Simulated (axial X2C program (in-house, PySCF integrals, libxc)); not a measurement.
**AsC: nuclear properties from DFT to coupled cluster**

Computed with an axial X2C code built on PySCF integrals: two-component X2C with atomic mean-field Coulomb and Gaunt terms, Gaussian nuclei, basis As dyall-acv3z, C dyall-av3z with contracted cores.

R = 1.663 Å (near the PBE0 minimum at charge 0 of the determinant lowest at the starting distance; the state shown can have its own minimum elsewhere); state Ω = 1/2 (⟨Sz⟩ = 0.50, ⟨Lz⟩ = 0.00 at PBE0).

```tsv
level	Eeff magnitude (GV/cm)	Ws magnitude As (kHz)	A∥/gI As (MHz)	qzz As (a.u.)	A∥/gI C (MHz)	μ (D)
PBE0	0.0257	0.0259	137	-0.58	387	-1.43
HF	0.132	0.139	340	-1.75	628	-0.48
B3LYP	0.0446	0.0882	108	-0.38	390	-1.52
```

Eeff is the effective electric field on the electron electric dipole moment in this Ω state and Ws the scalar–pseudoscalar constant of the nucleus named (defined with the proton number Z and per Ω); A∥ (defined per Ω) follows by multiplying with gI = μI/(I μN); qzz is the electric field gradient, eQq0 = 234.96 MHz × Q/barn × qzz; μ is positive if the C end (last atom) is positive. The operators were transformed with the bare-nucleus X2C matrices; with these basis sets, hyperfine constants and field gradients can be off by tens of per cent, and where levels differ in sign neither size nor sign is settled.

Finite-field MP2, CCSD and CCSD(T), with 19 electrons correlated in 130 natural virtual spinors (MP2 remainder added):

```tsv
level	Eeff magnitude (GV/cm)	Ws magnitude As (kHz)	A∥/gI As (MHz)	qzz As (a.u.)	A∥/gI C (MHz)	μ (D)
MP2	0.524	0.391	320	-1.00	437	-1.36
CCSD	0.236	0.147	124	-0.72	378	-1.37
CCSD(T)	0.217	0.128	69.8	-0.55	349	-1.45
```

T1 = 0.067 (Lee–Taylor), a sign of multireference character. One unrestricted determinant, the lowest of a limited PBE0 search, is the reference; the functionals treat spin collinearly. The sign of Eeff is opposite to CCSD(T) at HF, B3LYP. Eeff spreads by more than a factor of two over the levels. Correlation of the inner shells is missing, which matters for properties at the nucleus. Number of frozen shells: As 3 s, 2 p; C 1 s.

**Question.** By how much does correlation change each value, CCSD(T) against HF?

**Answer.** A∥/gI As -79 %; qzz As -69 %; A∥/gI C -44 %; μ 202 %.
